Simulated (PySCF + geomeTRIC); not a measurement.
Caution, from a PySCF single point (TPSSh-D3(BJ)/def2-TZVP) at this geometry: the unrestricted state is spin-contaminated.  The multiplicity is imposed and other spin states were not computed.

The numbers are results of TPSS-D3(BJ)/def2-SVP (PySCF + geomeTRIC), not measurements. fastk is a local helper that only speeds up exchange builds. No frequencies were computed at this level.

```python
import json, numpy as np
from pyscf import gto, dft
from fastk import lowrank_exchange
atoms = """
Mo     0.032386     0.093856     0.271735
F      1.086790    -0.652981    -1.059147
F     -1.126350    -0.164771    -1.153358
F      0.091765     0.674395     1.861880
"""
def scf(charge, spin, dm0=None):
    mol = gto.M(atom=atoms, basis='def2-svp', ecp={'Mo': 'def2-svp'}, charge=charge, spin=spin, verbose=3, max_memory=5040)
    mf = dft.KS(mol, xc='tpss').density_fit(auxbasis="def2-universal-jkfit")
    mf.disp = 'd3bj'
    mf.grids.level = 3
    mf.conv_tol = 1e-8
    mf.max_cycle = 120
    mf.level_shift = 0.25
    mf.kernel(dm0)
    if not mf.converged:
        mf = mf.newton().run(mf.mo_coeff, mf.mo_occ).undo_soscf()
    return mf
mf = scf(0, 1)
lowrank_exchange(mf)  # same exchange matrices as the stock routine, built faster for response steps
mo, _, stable, _ = mf.stability(return_status=True)
if not stable:
    mf.kernel(mf.make_rdm1(mo, mf.mo_occ))
del mf.get_jk
from pyscf.geomopt.geometric_solver import kernel as optimize
path = []
done, mol = optimize(mf, maxsteps=120, assert_convergence=False, callback=lambda env: path.append((env["energy"], bool(env["g_scanner"].converged))))
res = dict(converged=bool(done and path[-1][1]), energy=path[-1][0], path=[e for e, c in path], xyz=mol.atom_coords(unit="Angstrom").tolist(), nao=mol.nao)
json.dump(res, open("result.json", "w"))
```

Output:

```
converged SCF energy = -367.541406853952  <S^2> = 0.75200973  2S+1 = 2.0020087
<class 'pyscf.df.df_jk.DFUKS'> wavefunction has an internal instability
SCF not converged.
Geometry optimization cycle 1
SCF not converged.
cycle 1: E = -367.547070733  dE = -367.547  norm(grad) = 0.187531
Geometry optimization cycle 2
SCF not converged.
cycle 2: E = -367.574690344  dE = -0.0276196  norm(grad) = 0.106293
Geometry optimization cycle 3
SCF not converged.
cycle 3: E = -367.583943224  dE = -0.00925288  norm(grad) = 0.0355728
Geometry optimization cycle 4
SCF not converged.
cycle 4: E = -367.58486598  dE = -0.000922755  norm(grad) = 0.00867654
Geometry optimization cycle 5
converged SCF energy = -367.593680623083  <S^2> = 1.5238051  2S+1 = 2.6636855
cycle 5: E = -367.593680623  dE = -0.00881464  norm(grad) = 0.0330218
Geometry optimization cycle 6
converged SCF energy = -367.5944462925  <S^2> = 1.5890005  2S+1 = 2.7121951
cycle 6: E = -367.594446293  dE = -0.000765669  norm(grad) = 0.0225871
Geometry optimization cycle 7
converged SCF energy = -367.595301134999  <S^2> = 1.5993312  2S+1 = 2.7198024
cycle 7: E = -367.595301135  dE = -0.000854842  norm(grad) = 0.0045038
Geometry optimization cycle 8
converged SCF energy = -367.595375587436  <S^2> = 1.6031458  2S+1 = 2.722606
cycle 8: E = -367.595375587  dE = -7.44524e-05  norm(grad) = 0.00127841
Geometry optimization cycle 9
converged SCF energy = -367.595388743255  <S^2> = 1.6057416  2S+1 = 2.7245122
cycle 9: E = -367.595388743  dE = -1.31558e-05  norm(grad) = 0.000414964
Geometry optimization cycle 10
converged SCF energy = -367.595397224574  <S^2> = 1.6073594  2S+1 = 2.7256995
cycle 10: E = -367.595397225  dE = -8.48132e-06  norm(grad) = 0.00112897
Geometry optimization cycle 11
converged SCF energy = -367.595120337387  <S^2> = 1.6201257  2S+1 = 2.7350507
cycle 11: E = -367.595120337  dE = 0.000276887  norm(grad) = 0.00733922
Geometry optimization cycle 12
converged SCF energy = -367.595364901414  <S^2> = 1.6138934  2S+1 = 2.7304897
cycle 12: E = -367.595364901  dE = -0.000244564  norm(grad) = 0.00440914
Geometry optimization cycle 13
converged SCF energy = -367.595422169247  <S^2> = 1.6113256  2S+1 = 2.7286082
cycle 13: E = -367.595422169  dE = -5.72678e-05  norm(grad) = 0.00283521
Geometry optimization cycle 14
converged SCF energy = -367.595443505839  <S^2> = 1.605594  2S+1 = 2.7244038
cycle 14: E = -367.595443506  dE = -2.13366e-05  norm(grad) = 0.000590795
Geometry optimization cycle 15
converged SCF energy = -367.595440840988  <S^2> = 1.6048616  2S+1 = 2.7238661
cycle 15: E = -367.595440841  dE = 2.66485e-06  norm(grad) = 0.000507507
Geometry optimization cycle 16
converged SCF energy = -367.595444224813  <S^2> = 1.6052147  2S+1 = 2.7241253
cycle 16: E = -367.595444225  dE = -3.38382e-06  norm(grad) = 0.000512657
<class 'geometric.internal.Distance'> : 3
<class 'geometric.internal.Angle'> : 2
<class 'geometric.internal.OutOfPlane'> : 1
<class 'geometric.internal.TranslationX'> : 1
<class 'geometric.internal.TranslationY'> : 1
<class 'geometric.internal.TranslationZ'> : 1
<class 'geometric.internal.RotationA'> : 1
<class 'geometric.internal.RotationB'> : 1
<class 'geometric.internal.RotationC'> : 1
Step    0 : Gradient = 9.377e-02/1.314e-01 (rms/max) Energy = -367.5470707332
Step    1 : Displace = 9.618e-02/1.290e-01 (rms/max) Trust = 1.000e-01 (=) Grad = 5.315e-02/8.659e-02 (rms/max) E (change) = -367.5746903440 (-2.762e-02) Quality = 1.093
Step    2 : Displace = 1.327e-01/1.574e-01 (rms/max) Trust = 1.414e-01 (+) Grad = 1.779e-02/2.257e-02 (rms/max) E (change) = -367.5839432243 (-9.253e-03) Quality = 0.872
Step    3 : Displace = 7.364e-02/1.177e-01 (rms/max) Trust = 2.000e-01 (+) Grad = 4.338e-03/5.470e-03 (rms/max) E (change) = -367.5848659796 (-9.228e-04) Quality = 0.514
Step    4 : Displace = 7.506e-02/1.212e-01 (rms/max) Trust = 2.000e-01 (=) Grad = 1.651e-02/2.677e-02 (rms/max) E (change) = -367.5936806231 (-8.815e-03) Quality = 7.595
Step    5 : Displace = 6.663e-02/7.616e-02 (rms/max) Trust = 2.828e-01 (+) Grad = 1.129e-02/1.839e-02 (rms/max) E (change) = -367.5944462925 (-7.657e-04) Quality = 0.706
Step    6 : Displace = 4.120e-02/6.178e-02 (rms/max) Trust = 2.828e-01 (=) Grad = 2.252e-03/2.689e-03 (rms/max) E (change) = -367.5953011350 (-8.548e-04) Quality = 0.999
Step    7 : Displace = 1.072e-02/1.759e-02 (rms/max) Trust = 3.000e-01 (+) Grad = 6.392e-04/7.818e-04 (rms/max) E (change) = -367.5953755874 (-7.445e-05) Quality = 1.205
Step    8 : Displace = 5.388e-03/8.698e-03 (rms/max) Trust = 3.000e-01 (=) Grad = 2.075e-04/2.895e-04 (rms/max) E (change) = -367.5953887433 (-1.316e-05) Quality = 1.020
Step    9 : Displace = 3.067e-03/4.770e-03 (rms/max) Trust = 3.000e-01 (=) Grad = 5.645e-04/7.737e-04 (rms/max) E (change) = -367.5953972246 (-8.481e-06) Quality = 1.045
Step   10 : Displace = 2.601e-02/4.148e-02 (rms/max) Trust = 3.000e-01 (=) Grad = 3.670e-03/4.426e-03 (rms/max) E (change) = -367.5951203374 (+2.769e-04) Quality = -2.827
Step   11 : Displace = 1.282e-02/2.008e-02 (rms/max) Trust = 1.301e-02 (x) Grad = 2.192e-03/2.762e-03 (rms/max) E (change) = -367.5953649014 (+3.232e-05) Quality = -0.438
Step   12 : Displace = 6.524e-03/1.089e-02 (rms/max) Trust = 6.409e-03 (-) Grad = 1.398e-03/1.793e-03 (rms/max) E (change) = -367.5954221692 (-5.727e-05) Quality = 1.388
Step   13 : Displace = 9.160e-03/1.342e-02 (rms/max) Trust = 9.063e-03 (+) Grad = 1.666e-04/1.954e-04 (rms/max) E (change) = -367.5954435058 (-2.134e-05) Quality = 0.623
Step   14 : Displace = 1.643e-03/2.530e-03 (rms/max) Trust = 9.063e-03 (=) Grad = 3.617e-05/5.012e-05 (rms/max) E (change) = -367.5954408410 (+2.665e-06) Quality = -3.637
Step   15 : Displace = 7.810e-04/1.220e-03 (rms/max) Trust = 8.213e-04 (x) Grad = 7.843e-05/9.928e-05 (rms/max) E (change) = -367.5954442248 (-7.190e-07) Quality = 1.554
Converged! =D
```

Cost: around 26 core-minutes (rough).
